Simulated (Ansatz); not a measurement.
Basis sets compared for K₃H₃. Charge 0, multiplicity 1. Geometry PBE-D4/def2-TZVP. Ansatz on 4 threads of Arm Neoverse V2 on a shared host; times are rough, and most runs start from earlier orbitals.

Cartesian coordinates in Å:
```
K 2.261 -1.031 0.208
K -1.793 -1.173 -1.279
K -0.469 2.202 1.070
H 0.464 -2.137 -1.064
H 1.748 1.142 1.253
H -2.211 0.997 -0.188
```

The 6-31G sets use Cartesian d functions. B3LYP takes the VWN-RPA correlation. The structure comes from a short search, and lower isomers may exist.

Binding counts from free atoms (K doublet, H doublet) in the same basis, without a counterpoise term.

```csv
level,functions,energy (Eh),HOMO (eV),LUMO (eV),binding per atom (eV),wall time
HF/STO-3G,42,-1780.8597,-4.40,5.98,1.03,0.15 s
HF/6-31G,93,-1799.0570,-7.05,0.63,0.92,0.45 s
PBE-D4/def2-SVP,87,-1800.6321,-3.57,-0.69,1.35,1 s
PBE-D4/def2-TZVP,117,-1800.8722,-3.59,-0.66,1.36,1.1 s
r2SCAN-D4/def2-TZVP,117,-1801.4206,-3.69,0.11,1.40,2.2 s
B3LYP-D4/6-31G,93,-1801.4952,-4.41,-0.44,1.45,1.6 s
B3LYP-D4/def2-TZVP,117,-1801.5997,-4.44,-0.40,1.44,1.4 s
PBE0-D4/def2-SVP,87,-1800.7832,-4.55,-0.23,1.35,1.1 s
PBE0-D4/def2-TZVP (with forces),117,-1801.0191,-4.59,-0.19,1.36,2.5 s
```

(1) Estimate the rows for PBE-D4/def2-TZVPD, r2SCAN-D4/def2-TZVPD, PBE0-D4/def2-TZVPD.

## Answers

(1) 
```
               level  functions  energy (Eh)  HOMO (eV)  LUMO (eV)  binding per atom (eV)  wall time
   PBE-D4/def2-TZVPD        135   -1800.8733      -3.59      -0.68                   1.37      1.6 s
r2SCAN-D4/def2-TZVPD        135   -1801.4214      -3.68       0.02                   1.41      3.1 s
  PBE0-D4/def2-TZVPD        135   -1801.0200      -4.58      -0.23                   1.36      1.8 s
```
